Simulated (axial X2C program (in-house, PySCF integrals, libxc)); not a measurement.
**What spin–orbit coupling does to TeH⁻**

All values were computed with an axial X2C code built on PySCF integrals. Spin-free means the one-electron spin-free X2C Hamiltonian; two-component (2c) means X2C with spin–orbit coupling and atomic mean-field two-electron Coulomb and Gaunt terms, so the difference of the two also holds small scalar two-electron terms. Basis: Te dyall-acv3z [12s13p9d5f1g], H dyall-av3z [7s3p2d] (cores contracted in-house); Gaussian nuclei, density fitting, unrestricted open shells. Masses: Te 129.906 u, H 1.008 u.

Spin-free state: M_S = 0, Λ = 0 (closed shell); fragments Te- + H.

```csv
level,Re (Å),ωe (cm⁻¹),De (eV),μ (D)
PBE0,1.666,2082.6,3.110,-0.38
HF,1.658,2160.1,2.097,-0.24
MP2,1.662,2135.6,3.094,n/a
CCSD,1.671,2077.0,3.155,n/a
CCSD(T),1.673,2064.7,3.199,n/a
B97-3,1.669,2068.8,3.090,-0.41
```

Correlated methods: 8 electrons correlated (number of frozen shells: Te 4 s, 3 p, 2 d; H none), 228 virtual spin orbitals or spinors in MP2, 88 natural virtuals in coupled cluster.

Dipoles are positive if H is the positive end and refer to the centre of mass.

Two-component determinant lowest at the distance of the search:

Ω = 0 (closed shell); fragments Te- + H.

```
  level  Re (Å)  ωe (cm⁻¹)  De (eV)  μ (D)
   PBE0   1.669     2061.2    2.956  -0.41
     HF   1.660     2139.7    1.904  -0.27
    MP2   1.664     2118.5    2.914    n/a
   CCSD   1.674     2050.9    2.971    n/a
CCSD(T)   1.676     2036.2    3.016    n/a
  B97-3   1.672     2046.9    2.915  -0.45
```

Task: From the two tables, how do the constants change at the CCSD(T) level (2c against spin-free)?

Result: At the CCSD(T) level Re increases by 0.003 Å and ωe falls by 28.5 cm⁻¹; De changes by -0.183 eV.

Occupations by symmetry block were frozen at the best pattern of an incomplete PBE0 search. Closed shells are restricted here (equal orbitals for both partners); the stretched side of such a curve lies too high. Dissociation energies refer to the lowest single-determinant-based atoms at the same level and basis. CCSD and (T) use frozen natural virtuals with an MP2 correction for the truncation; (T) itself is uncorrected, so its De runs slightly low. Without a current term, density functionals place determinants with orbital angular momentum somewhat too high. With the outer-core shells frozen, correlated bond lengths of heavy atoms tend to come out a few hundredths of an ångström too long. Hartree–Fock gets electron affinities wrong, so its lowest charge split need not be the true one.
